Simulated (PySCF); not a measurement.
HBF2O (SMILES OB(F)F), singlet, at a GFN2-xTB geometry, with bond 2-1 at 1.4 times its length; CASCI(4,4)+NEVPT2/def2-SVP run with PySCF.

Input for PySCF:
```python
from pyscf import gto, scf, mcscf, mrpt
import numpy

mol = gto.Mole()
mol.atom = '''
    B    -0.02349762    0.00205003    0.00719131
    F     1.78962782   -0.32011626   -0.24404836
    F    -0.54068260   -0.46804881    1.11954512
    O    -0.76534060    0.65930447   -0.86300987
    H    -0.33797155    0.98037211   -1.65739331
'''
mol.basis = 'def2-svp'
mol.verbose = 4
mol.build()

mf = scf.RHF(mol)
mf.kernel()
mc = mcscf.CASCI(mf, 4, 4)
mc.fix_spin_(ss=0.0)
mc.kernel()
occ = numpy.linalg.eigvalsh(mc.fcisolver.make_rdm1(mc.ci, mc.ncas, mc.nelecas))[::-1]
ss = mc.fcisolver.spin_square(mc.ci, mc.ncas, mc.nelecas)[0]
print('natural occupations', occ.round(4), ' <S^2>', round(ss, 4))
e2 = mrpt.NEVPT(mc).kernel()
print('E(NEVPT2) = %.10f' % (mc.e_tot + e2))
```

Task: Write the output that PySCF gives for this input, abridged.

Result: 
```
PySCF version 2.14.0

[INPUT] verbose = 4
[INPUT] num. atoms = 5
[INPUT] num. electrons = 32
[INPUT] charge = 0
[INPUT] spin (= nelec alpha-beta = 2S) = 0
[INPUT] symmetry False subgroup None
[INPUT] Mole.unit = angstrom
[INPUT] Symbol           X                Y                Z      unit          X                Y                Z       unit  Magmom
[...]
nuclear repulsion = 101.999396753158
number of shells = 27
number of NR pGTOs = 103
number of NR cGTOs = 61
basis = def2-svp
ecp = {}

******** <class 'pyscf.scf.hf.RHF'> ********
method = RHF
initial guess = minao
damping factor = 0
level_shift factor = 0
DIIS = <class 'pyscf.scf.diis.CDIIS'>
diis_start_cycle = 1
diis_space = 8
diis_damp = 0
SCF conv_tol = 1e-09
SCF conv_tol_grad = None
SCF max_cycles = 50
direct_scf = True
direct_scf_tol = 1e-13
Set gradient conv threshold to 3.16228e-05
Initial guess from minao.
init E= -298.828342150877
[...]
cycle= 1 E= -298.715696133235  delta_E= 0.113  |g|= 0.801  |ddm|= 2.14
[...]
cycle= 2 E= -298.806941457596  delta_E= -0.0912  |g|= 0.527  |ddm|= 0.874
[...]
cycle= 3 E= -298.852455515836  delta_E= -0.0455  |g|= 0.0574  |ddm|= 0.334
[...]
cycle= 4 E= -298.853625041486  delta_E= -0.00117  |g|= 0.0233  |ddm|= 0.0614
[...]
cycle= 5 E= -298.853810081151  delta_E= -0.000185  |g|= 0.00804  |ddm|= 0.0244
[...]
cycle= 6 E= -298.853842901811  delta_E= -3.28e-05  |g|= 0.00306  |ddm|= 0.0104
[...]
cycle= 7 E= -298.853849656806  delta_E= -6.75e-06  |g|= 0.000624  |ddm|= 0.00639
[...]
cycle= 8 E= -298.853849918705  delta_E= -2.62e-07  |g|= 0.000133  |ddm|= 0.00132
[...]
cycle= 9 E= -298.853849926175  delta_E= -7.47e-09  |g|= 4.64e-05  |ddm|= 0.000209
[...]
cycle= 10 E= -298.85384992695  delta_E= -7.75e-10  |g|= 1.71e-05  |ddm|= 5.29e-05
[...]
Extra cycle  E= -298.85384992708  delta_E= -1.3e-10  |g|= 9.44e-06  |ddm|= 1.98e-05
converged SCF energy = -298.85384992708

******** <class 'pyscf.mcscf.casci.CASCI'> ********
CAS (2e+2e, 4o), ncore = 14, nvir = 43
natorb = False
canonicalization = True
sorting_mo_energy = False
******** <class 'pyscf.fci.addons.SpinPenaltyFCISolver'> ********
max. cycles = 200
conv_tol = 1e-08
davidson only = True
linear dependence = 1e-12
level shift = 0.001
max iter space = 12
nroots = 1
pspace_size = 400
spin = None
Density matrix diagonal elements [1.99802899e+00 1.99529454e+00 4.72706637e-03 1.94940655e-03]
CASCI converged
CASCI E = -298.857299579298  E(CI) = -6.22678626272040  S^2 = 0.0000000
natural occupations [1.9982e+00 1.9955e+00 4.5000e-03 1.8000e-03]  <S^2> 0.0

******** <class 'pyscf.mrpt.nevpt2.NEVPT'> ********
NEVPT2 (2e+2e, 4o), ncore = 14, nvir = 43
root = 0
Natural occ [1.99821706e+00 1.99548696e+00 4.53464296e-03 1.76133568e-03]
Natural orbital (expansion on meta-Lowdin AOs) in CAS space
               #1        #2        #3        #4
0 B 1s          -0.00000   0.00167   0.00734   0.00000
0 B 2s          -0.00000   0.16866   0.60360   0.00000
0 B 3s          -0.00000   0.01690   0.39542   0.00000
0 B 2px          0.01435  -0.20204  -0.21666  -0.18909
0 B 2py          0.05682   0.03656   0.02167  -0.74881
0 B 2pz          0.03068   0.02678   0.06118  -0.40438
0 B 3px         -0.00672  -0.05369  -0.05344   0.05936
0 B 3py         -0.02662   0.02327   0.02352   0.23507
0 B 3pz         -0.01437  -0.01799  -0.01857   0.12694
0 B 3dxy        -0.02012  -0.00366   0.02238   0.01690
0 B 3dyz         0.00164   0.01368   0.03326  -0.00360
0 B 3dz^2       -0.00176  -0.02184   0.00150  -0.00155
0 B 3dxz        -0.01223  -0.01411   0.01341   0.00920
0 B 3dx2-y2     -0.01201   0.02556  -0.04684   0.00810
1 F 1s          -0.00000   0.00057   0.00084   0.00000
1 F 2s           0.00000  -0.08494  -0.11460  -0.00000
1 F 3s           0.00000  -0.00733  -0.02069  -0.00000
1 F 2px          0.21179   0.78130  -0.28691   0.02959
1 F 2py          0.83872  -0.31144   0.06136   0.11717
1 F 2pz          0.45293   0.21139   0.02054   0.06327
1 F 3px         -0.00522  -0.02420   0.04321   0.00042
1 F 3py         -0.02067   0.00933  -0.00451   0.00168
1 F 3pz         -0.01116  -0.00596  -0.01185   0.00091
1 F 3dxy         0.00799  -0.00649   0.00051  -0.00714
1 F 3dyz        -0.00171   0.00034  -0.00053   0.00181
1 F 3dz^2       -0.00074  -0.00816   0.00189   0.00105
1 F 3dxz         0.00435   0.00012   0.00227  -0.00375
1 F 3dx2-y2      0.00383   0.01200  -0.00352  -0.00316
2 F 1s          -0.00000   0.00009   0.00077   0.00000
2 F 2s          -0.00000  -0.00677  -0.09614  -0.00000
2 F 3s          -0.00000  -0.00103  -0.02235   0.00000
2 F 2px         -0.00666   0.16823   0.09041   0.04990
2 F 2py         -0.02636  -0.02363   0.02392   0.19763
2 F 2pz         -0.01424  -0.03491  -0.08658   0.10672
2 F 3px          0.00086  -0.01328  -0.03267  -0.00722
2 F 3py          0.00341   0.00343  -0.01402  -0.02859
2 F 3pz          0.00184  -0.00014   0.04123  -0.01544
2 F 3dxy        -0.00008  -0.00197  -0.00393   0.00207
2 F 3dyz        -0.00090   0.00079   0.01568  -0.00158
2 F 3dz^2       -0.00124  -0.00145  -0.01538  -0.00174
2 F 3dxz        -0.00049   0.00481   0.01070   0.00058
2 F 3dx2-y2     -0.00086  -0.00128   0.00007  -0.00002
3 O 1s          -0.00000   0.00007   0.00103   0.00000
3 O 2s          -0.00000   0.05267  -0.21874  -0.00000
3 O 3s           0.00000   0.00667  -0.07765  -0.00000
3 O 2px          0.04266  -0.34827  -0.18785  -0.06444
3 O 2py          0.16893   0.08474   0.01497  -0.25520
3 O 2pz          0.09123   0.00594   0.06012  -0.13781
3 O 3px          0.00260  -0.01433  -0.06351  -0.01212
3 O 3py          0.01028   0.00198   0.00791  -0.04800
3 O 3pz          0.00555   0.00304   0.01505  -0.02592
3 O 3dxy         0.00385   0.00754   0.00691  -0.00068
3 O 3dyz         0.00054   0.00723   0.03295   0.00517
3 O 3dz^2        0.00150   0.00141  -0.02069   0.00690
3 O 3dxz         0.00275  -0.00334   0.00288   0.00205
3 O 3dx2-y2      0.00306  -0.00845  -0.00699   0.00416
4 H 1s           0.00000  -0.01989   0.33721   0.00000
4 H 2s          -0.00000   0.01596   0.27532   0.00000
4 H 2px          0.00101  -0.00540   0.01507  -0.00442
4 H 2py          0.00401   0.00263  -0.00274  -0.01752
4 H 2pz          0.00216  -0.00234  -0.00197  -0.00946
<CAS-nat-orb|mo-hf>  15     15       0.99995290
<CAS-nat-orb|mo-hf>  16     16       0.99995167
<CAS-nat-orb|mo-hf>  17     17       0.99995167
<CAS-nat-orb|mo-hf>  18     18       0.99995290
Sr    (-1)',   E = -0.01266193883810
Si    (+1)',   E = -0.00123211991526
Sijrs (0)  ,   E = -0.39272654130316
Sijr  (+1) ,   E = -0.05701434584094
Srsi  (-1) ,   E = -0.11185698111570
Srs   (-2) ,   E = -0.04410715318847
Sij   (+2) ,   E = -0.00450862659984
Sir   (0)' ,   E = -0.02230002437390
Nevpt2 Energy = -0.646407731175384
E(NEVPT2) = -299.5037073105
```
